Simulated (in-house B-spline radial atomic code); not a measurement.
Ionising neutral titanium with different functionals

Computed with a radial B-spline atomic code at the basis-set limit: non-relativistic Hamiltonian, point nucleus, spin-polarised at highest spin, spherical fractional occupations for the functionals, the average over the highest-spin determinants for Hartree-Fock. The ionisation energy is the difference of two self-consistent energies, [Ar] 3d2 4s2 → [Ar] 3d2 4s1, without Breit or QED terms; ε is the level of the shell that loses the electron (its least bound occupied spin orbital).

Hybrids are left out here: with spherical fractional occupations of an open shell their exact exchange keeps a self-interaction that integer-occupation calculations don't have.

| method | rung | ΔSCF (eV) | -ε(4s) (eV) |
| --- | --- | --- | --- |
| Hartree-Fock | Hartree-Fock | 5.53 | 5.73 |
| LDA VWN5 | LDA | 6.88 | 4.26 |
| LDA PW92 | LDA | 6.88 | 4.27 |
| LDA exchange-only | LDA | 5.57 | 3.27 |
| PBE | GGA | 6.66 | 4.14 |
| PBEsol | GGA | 6.61 | 4.14 |
| BLYP | GGA | 6.77 | 4.06 |
| RPBE | GGA | 6.64 | 4.10 |
| PW91 | GGA | 6.69 | 4.17 |
| BP86 | GGA | 6.82 | 4.27 |
| AM05 | GGA | 6.57 | 4.07 |
| OLYP | GGA | 6.59 | 3.89 |
| TPSS | meta-GGA | 6.54 | 4.13 |
| SCAN | meta-GGA | 6.40 | 4.22 |
| r2SCAN | meta-GGA | 6.38 | 4.21 |
| M06-L | meta-GGA | 6.93 | 4.21 |
| revTPSS | meta-GGA | 6.56 | 4.19 |

(1) How do they compare with the NIST value?

Results:

(1) NIST lists 6.828 eV (measured, ground level to ground level). Errors run from -1.30 to +0.10 eV; BP86 is closest (-0.01 eV), but part of that can be cancellation, since the calculations leave out relativity, Breit-QED terms, multiplet and fine-structure energies. Hartree-Fock also lacks correlation.
